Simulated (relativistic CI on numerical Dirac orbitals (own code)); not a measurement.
Level scheme of Os13+

These numbers are calculated, not measured: Dirac-Coulomb-Breit CI, orbitals from a KLI potential per configuration, model QED, unscaled Slater integrals (own radial code, finite nucleus).

Configurations in the expansion (outside the closed core [Kr] 4d10): 4f¹³5s²5p², 4f¹⁴5s5p², 4f¹³5s5p³, 4f¹²5s²5p³, 4f¹⁴5s²5p, 4f¹³5s²5p5d, 4f¹⁴5p³, 4f¹²5s5p⁴, 4f¹⁴5s²5d, 4f¹³5s²5p5f, 4f¹⁴5p²5d, 4f¹¹5s²5p⁴, 4f¹¹5s5p⁵, 4f¹⁰5s²5p⁵, 4f¹³5p⁴, 4f¹²5p⁵, 4f¹³5s²5d², 4f¹⁴5s5d², 4f¹⁴5s5p5d, 4f¹⁴5s5d5f, 4f¹⁴5s5p6s, 4f¹⁴5s5d6s, 4f¹⁴5s5f6s. Double excitations out of closed p, d and f shells are left out; levels of such configurations are missing from the list, as are those of other unlisted configurations, and high levels can miss mixing partners.

The lowest level is 4f¹⁴5s²5p ²P°1/2, with 98 % of that term; Hund's rules for 4f¹⁴5s²5p give ²P° with J = 1/2, in agreement.

```csv
No.,Configuration,Term,J,E (cm⁻¹),%,Lifetime (s),jj configuration (%)
1,4f¹⁴5s²5p,²P°,1/2,0,98,,5p1/2 (98)
2,4f¹³5s²5p²,²F°,7/2,115617,33,,4f7/2^7 5p1/2^2 (98)
3,4f¹⁴5s²5p,²P°,3/2,129085,97,5.08e-05,5p3/2 (97)
4,4f¹³5s²5p²,²F°,5/2,140795,35,2.44e-03,4f5/2^5 4f7/2^8 5p1/2^2 (97)
5,4f¹³5s²5p²,⁴F°,9/2,229208,61,5.35e-05,4f7/2^7 5p1/2 5p3/2 (98)
6,4f¹³5s²5p²,²F°,5/2,235908,43,4.34e-05,4f7/2^7 5p1/2 5p3/2 (92)
7,4f¹³5s²5p²,²G°,7/2,243149,43,4.37e-05,4f7/2^7 5p1/2 5p3/2 (98)
8,4f¹³5s²5p²,⁴F°,3/2,244005,68,6.96e-05,4f5/2^5 4f7/2^8 5p1/2 5p3/2 (69)
9,4f¹³5s²5p²,²H°,11/2,247116,62,1.26e-03,4f7/2^7 5p1/2 5p3/2 (99)
10,4f¹³5s²5p²,²D°,5/2,250741,74,3.80e-04,4f7/2^7 5p1/2 5p3/2 (95)
11,4f¹³5s²5p²,²P°,3/2,251113,54,9.65e-05,4f7/2^7 5p1/2 5p3/2 (63)
12,4f¹³5s²5p²,²F°,7/2,255204,66,3.63e-04,4f7/2^7 5p1/2 5p3/2 (92)
13,4f¹³5s²5p²,²G°,9/2,258198,62,2.81e-04,4f7/2^7 5p1/2 5p3/2 (97)
14,4f¹³5s²5p²,⁴G°,7/2,261028,40,4.53e-05,4f5/2^5 4f7/2^8 5p1/2 5p3/2 (95)
15,4f¹³5s²5p²,⁴G°,5/2,264594,54,4.31e-05,4f5/2^5 4f7/2^8 5p1/2 5p3/2 (90)
16,4f¹³5s²5p²,²P°,1/2,267887,67,7.48e-04,4f5/2^5 4f7/2^8 5p1/2 5p3/2 (99)
17,4f¹³5s²5p²,²H°,9/2,269685,60,1.19e-03,4f5/2^5 4f7/2^8 5p1/2 5p3/2 (99)
18,4f¹⁴5s5p²,⁴P,1/2,274843,74,2.63e-10,5s 5p1/2^2 (89)
19,4f¹³5s²5p²,²G°,7/2,278993,55,7.75e-04,4f5/2^5 4f7/2^8 5p1/2 5p3/2 (96)
20,4f¹³5s²5p²,²D°,3/2,280628,69,1.08e-04,4f5/2^5 4f7/2^8 5p1/2 5p3/2 (93)
21,4f¹³5s²5p²,²F°,5/2,283479,50,1.81e-04,4f5/2^5 4f7/2^8 5p1/2 5p3/2 (95)
22,4f¹⁴5s5p²,⁴P,3/2,367643,94,2.31e-09,5s 5p1/2 5p3/2 (97)
23,4f¹³5s²5p²,⁴G°,11/2,377573,62,2.28e-05,4f7/2^7 5p3/2^2 (98)
24,4f¹³5s²5p²,²G°,9/2,379970,61,2.26e-05,4f7/2^7 5p3/2^2 (94)
25,4f¹³5s²5p²,²F°,7/2,380205,63,2.00e-05,4f7/2^7 5p3/2^2 (90)
26,4f¹³5s²5p²,²D°,3/2,382134,66,2.09e-05,4f7/2^7 5p3/2^2 (96)
27,4f¹²5s²5p³,⁴I°,15/2,382800,48,8.99e-01,4f7/2^6 5p3/2 (91)
28,4f¹³5s²5p²,²D°,5/2,387426,49,1.87e-05,4f7/2^7 5p3/2^2 (94)
29,4f¹²5s²5p³,⁴G°,11/2,390550,30,4.77e-04,4f7/2^6 5p3/2 (90)
30,4f¹²5s²5p³,²G°,9/2,392977,28,9.07e-05,4f7/2^6 5p3/2 (79)
31,4f¹⁴5s5p²,⁴P,5/2,394236,54,4.45e-10,5s 5p1/2 5p3/2 (92)
32,4f¹³5s²5p²,²F°,5/2,395465,44,1.94e-05,4f5/2^5 4f7/2^8 5p3/2^2 (95)
33,4f¹²5s²5p³,⁴H°,13/2,395935,52,2.68e-02,4f7/2^6 5p3/2 (88)
34,4f¹²5s²5p³,⁴F°,9/2,397863,36,5.97e-04,4f7/2^6 5p3/2 (94)
35,4f¹³5s²5p²,⁴D°,3/2,400096,48,6.05e-06,4f5/2^5 4f7/2^8 5p3/2^2 (96)
36,4f¹²5s²5p³,⁴G°,7/2,401279,22,1.30e-04,4f7/2^6 5p3/2 (73)
37,4f¹³5s²5p²,⁴D°,1/2,401420,67,2.43e-06,4f5/2^5 4f7/2^8 5p3/2^2 (98)
38,4f¹³5s²5p²,²G°,9/2,402589,41,2.21e-05,4f5/2^5 4f7/2^8 5p3/2^2 (98)
39,4f¹²5s²5p³,²F°,5/2,403236,31,1.51e-04,4f7/2^6 5p3/2 (81)
40,4f¹²5s²5p³,⁴G°,11/2,403565,30,1.42e-03,4f7/2^6 5p3/2 (88)
41,4f¹³5s²5p²,²G°,7/2,405349,52,2.10e-05,4f5/2^5 4f7/2^8 5p3/2^2 (73)
42,4f¹²5s²5p³,⁴G°,7/2,409410,21,1.37e-04,4f5/2^5 4f7/2^7 5p3/2 (74)
43,4f¹²5s²5p³,⁴I°,13/2,409740,34,1.31e-03,4f5/2^5 4f7/2^7 5p3/2 (97)
44,4f¹²5s²5p³,⁴H°,9/2,414975,28,1.54e-04,4f5/2^5 4f7/2^7 5p3/2 (84)
45,4f¹²5s²5p³,⁴D°,5/2,415565,19,3.81e-04,4f7/2^6 5p3/2 (49)
46,4f¹³5s²5p²,²F°,7/2,415700,68,1.44e-05,4f7/2^7 5p3/2^2 (83)
47,4f¹²5s²5p³,⁴H°,11/2,419375,29,4.01e-04,4f5/2^5 4f7/2^7 5p3/2 (89)
48,4f¹²5s²5p³,⁴D°,3/2,420135,32,1.56e-05,4f7/2^6 5p3/2 (56)
49,4f¹²5s²5p³,⁴G°,7/2,422188,21,1.38e-04,4f5/2^5 4f7/2^7 5p3/2 (67)
50,4f¹²5s²5p³,⁴G°,5/2,422257,23,1.01e-04,4f5/2^5 4f7/2^7 5p3/2 (49)
51,4f¹²5s²5p³,²H°,11/2,422762,23,1.64e-03,4f5/2^5 4f7/2^7 5p3/2 (93)
52,4f¹²5s²5p³,²H°,9/2,425024,22,2.66e-04,4f5/2^5 4f7/2^7 5p3/2 (93)
53,4f¹²5s²5p³,²F°,7/2,425721,32,1.36e-04,4f5/2^5 4f7/2^7 5p3/2 (92)
54,4f¹²5s²5p³,²F°,5/2,425898,21,1.30e-04,4f5/2^5 4f7/2^7 5p3/2 (72)
55,4f¹²5s²5p³,⁴D°,1/2,425954,45,5.32e-06,4f7/2^6 5p3/2 (50)
56,4f¹²5s²5p³,⁴G°,9/2,430711,23,7.46e-04,4f5/2^5 4f7/2^7 5p3/2 (92)
57,4f¹²5s²5p³,²G°,7/2,431022,26,2.71e-04,4f7/2^6 5p3/2 (48)
58,4f¹²5s²5p³,⁴F°,3/2,433030,52,5.88e-05,4f5/2^5 4f7/2^7 5p3/2 (91)
59,4f¹⁴5s5p²,²D,3/2,433292,73,3.10e-11,5s 5p1/2 5p3/2 (88)
60,4f¹³5s²5p²,²F°,5/2,436441,69,1.27e-05,4f5/2^5 4f7/2^8 5p3/2^2 (93)
61,4f¹²5s²5p³,²F°,5/2,440070,22,2.82e-04,4f5/2^4 4f7/2^8 5p3/2 (51)
62,4f¹²5s²5p³,⁴H°,7/2,443227,33,2.80e-04,4f5/2^4 4f7/2^8 5p3/2 (89)
63,4f¹²5s²5p³,²H°,11/2,444155,25,6.37e-04,4f5/2^4 4f7/2^8 5p3/2 (91)
64,4f¹²5s²5p³,²H°,9/2,445547,36,2.77e-04,4f5/2^4 4f7/2^8 5p3/2 (57)
65,4f¹²5s²5p³,⁴P°,5/2,447062,25,6.63e-05,4f5/2^5 4f7/2^7 5p3/2 (64)
66,4f¹²5s²5p³,²K°,15/2,452111,52,8.45e-04,4f5/2^5 4f7/2^7 5p3/2 (90)
67,4f¹²5s²5p³,²P°,1/2,452717,51,6.97e-05,4f7/2^6 5p3/2 (40)
68,4f¹²5s²5p³,²P°,3/2,452905,25,4.95e-06,4f5/2^5 4f7/2^7 5p3/2 (35)
69,4f¹⁴5s5p²,²P,1/2,453154,70,1.06e-11,5s 5p1/2 5p3/2 (85)
70,4f¹²5s²5p³,⁴D°,7/2,453656,25,6.17e-04,4f5/2^5 4f7/2^7 5p3/2 (52)
```

Energies count from the lowest computed level; ° marks odd parity; lifetimes are radiative, by E1, M1, E2, M2, E3 decay to levels of this space only; some are left blank where a channel outside the calculation adds to the decay or the decay crosses a small, uncertain gap. Filled j subshells are mostly left out of the jj labels.

The mean weight of the leading LS term, summed over parents, in these 70 levels is 47 %, and that of the leading jj configuration (from the same eigenvectors) 84 %, so jj coupling describes them better and the LS labels are nominal.

At this charge transitions that keep the count of f electrons are usually good to a few per cent. Levels and lines within the n = 5 or 6 shells can be off by up to 10 % or somewhat more, and those that change n by about 2 %, since core polarisation is missing. Levels that differ in their count of f electrons can be misplaced by several ten thousand cm⁻¹, since the correlation energy of f electrons is missing or only estimated; rates across such gaps can be off by orders of magnitude. The computed lowest level isn't the tabulated ground level, which NIST ASD gives as 4f13 5p2 4F°7/2; for such ions that label comes from theory and may be the wrong one.

LS names give the leading component of a level, which can be under half, so a name can repeat, a term be missing and a line seem to break the LS rules.
